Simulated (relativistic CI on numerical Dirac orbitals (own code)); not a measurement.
Computed by Dirac-Coulomb-Breit CI, KLI orbitals optimised for each configuration, a model potential for QED, unscaled Slater integrals (own radial code, finite nucleus).

The strongest absorption lines from the ground level of an ion, among the configurations computed and to levels below about 17600 eV (vacuum wavelength in Å, gf): 0.7104 (0.094), 0.7207 (0.063), 0.8225 (5.8e-05), 0.9190 (0.32), 0.9506 (0.00022), 0.9618 (0.27), 5.4059 (0.3), 53.608 (0.0085).

**Question.** Which ion is it?
A. Ho⁶³⁺
B. Au⁷⁵⁺
C. At⁸¹⁺
D. Au⁷⁷⁺

**Answer.** B. Au⁷⁵⁺ has 4 electrons and the ground level 2s2 1S_0; the strongest line goes to 2s.3p 1P°_1. The pattern of lines fixes the number of electrons, and along that sequence the line energies rise steadily with the charge (about as its square where n changes within one kind of shell, about linearly where n is kept but much faster in heavy ions where fine structure, which grows about as Z⁴, sets the gap, and irregularly where shells cross), which fixes Z. Configurations outside the model, such as inner-shell arrays, can give stronger lines. At this charge energies of transitions that change n are usually good to better than 1 %, and those within a shell (Δn = 0) to a few per cent.

LS names give the leading component of a level, which can be under half, so a name can repeat, a term be missing and a line seem to break the LS rules.
